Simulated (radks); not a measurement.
Initial-state core-level shifts of the mercury ion Hg3+ when its valence configuration changes from [Xe] 4f14 5d9. Method: scalar-relativistic Kohn-Sham, PBE, spin-polarised, spherical densities, finite nucleus; open shells are filled with parallel spins first (spin-orbit coupling, left out, can overturn this in heavy ions); Fermi nuclear charge, rms radius 5.4648 fm; computed with a radial shooting solver on a logarithmic mesh with Libxc functionals. Shifts are changes of the shell-averaged eigenvalues in eV (positive: less bound); the change of the density at the nucleus, which sets a Mossbauer isomer shift, is in e/bohr^3, on a base of 2.5e+06.

| valence | 2p | 4p | 4d | 5s | density at nucleus |
|---|---|---|---|---|---|
| 4f14 5d7 6p2 | -12.390 | -12.076 | -12.073 | -11.284 | +42.8 |
| 4f13 5d9 6s1 | -19.133 | -18.003 | -17.445 | -8.832 | +456.7 |
| 4f14 5d8 6p1 | -6.160 | -6.022 | -6.022 | -5.673 | +19.7 |
| 4f12 5d9 6s1 6p1 | -40.820 | -38.247 | -37.116 | -19.481 | +671.9 |
| 4f13 5d10 | -14.413 | -13.460 | -12.901 | -4.641 | +159.2 |
| 4f14 5d8 6s1 | -4.539 | -4.380 | -4.383 | -4.050 | +292.7 |
| 4f14 5d7 6s1 6p1 | -10.811 | -10.478 | -10.479 | -9.716 | +336.3 |
| 4f14 5d7.5 6p1.5 | -9.268 | -9.046 | -9.045 | -8.488 | +30.8 |
| 4f14 5d8.5 6s0.5 | -2.253 | -2.178 | -2.179 | -2.021 | +141.8 |
